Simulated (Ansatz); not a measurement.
`[OH][Ge]1([F])[CH2][SiH2]1` → `F[CH2][GeH]1[O][SiH2]1`  (isomerisation)

Isolated molecules relaxed with PBE0-D4/def2-TZVP in Ansatz; ΔE leaves out vibrations. CCSD(T)/CBS is the MP2 limit (def2-TZVPP, def2-QZVPP) plus CCSD(T) − MP2 in def2-TZVPP, frozen cores. DFT in def2-TZVPP. B3LYP here is the variant with VWN-RPA as its local correlation; programs differ in this. For Ge outer-core shells are correlated without core-valence functions, which leaves a few kJ/mol of doubt a bond. Scalar relativity is left out up to krypton. One conformer a species, not always the lowest.

(1) Is it downhill or uphill in electronic energy at CCSD(T)/CBS, and by how much? (Estimate.)

(2) What do these levels give: PBE-D4, ωB97X-V, PBE, B3LYP, HF/def2-TZVPP, MP2/def2-QZVPP? (Best estimate.)

Largest T1 diagnostic among the species: 0.014.

Answers

(1) The calculation gave: Uphill: ΔE = +18.1 kcal/mol.

(2) The calculation gave: PBE-D4 16.6, ωB97X-V 17.2, PBE 16.3, B3LYP 15.2, HF/def2-TZVPP 17.3, MP2/def2-QZVPP 19.8 kcal/mol.

In def2-TZVPP, CCSD(T) changes the Hartree–Fock value by +1.0 kcal/mol (the triples alone add +0.0 kcal/mol) and MP2 by +2.5 kcal/mol. From PBE to PBE0 (25 % exact exchange), in def2-TZVPP and without D4, ΔE moves by +1.4 kcal/mol.
